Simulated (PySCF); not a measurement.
Stepwise substitution at one centre (Si OH-NH2). All species are isolated molecules in the gas phase. One relaxed conformer stands for each flexible species; it need not be the lowest. Strings in code marks are SMILES.

All values below come from PBE-D3(BJ)/def2-TZVP // B3LYP-D3(BJ)/def2-TZVP (PySCF 2.14.0). Excitations are Tamm–Dancoff values on a coarser integration grid. The basis has no diffuse functions, so Rydberg states are missing or too high.

```tsv
species	S1–T1 gap (TDA) (eV)	T1 excitation (TDA) (eV)	S1 oscillator strength
0 of 4 OH replaced by NH2 (`O[Si](O)(O)O`)	0.20	?	0.005
1 of 4 OH replaced by NH2 (`O[Si](O)(O)N`)	?	5.63	0.017
2 of 4 OH replaced by NH2	0.19	5.57	0.014
3 of 4 OH replaced by NH2 (`N[Si](N)(O)N`)	0.17	5.41	0.011
4 of 4 OH replaced by NH2 (`N[Si](N)(N)N`)	0.15	5.16	?
```

Question: Some entries are withheld; supply them.

Answer: 
- 0 of 4 OH replaced by NH2 (`O[Si](O)(O)O`), T1 excitation (TDA) (eV): 6.76
- 1 of 4 OH replaced by NH2 (`O[Si](O)(O)N`), S1–T1 gap (TDA) (eV): 0.21
- 4 of 4 OH replaced by NH2 (`N[Si](N)(N)N`), S1 oscillator strength: 0.000
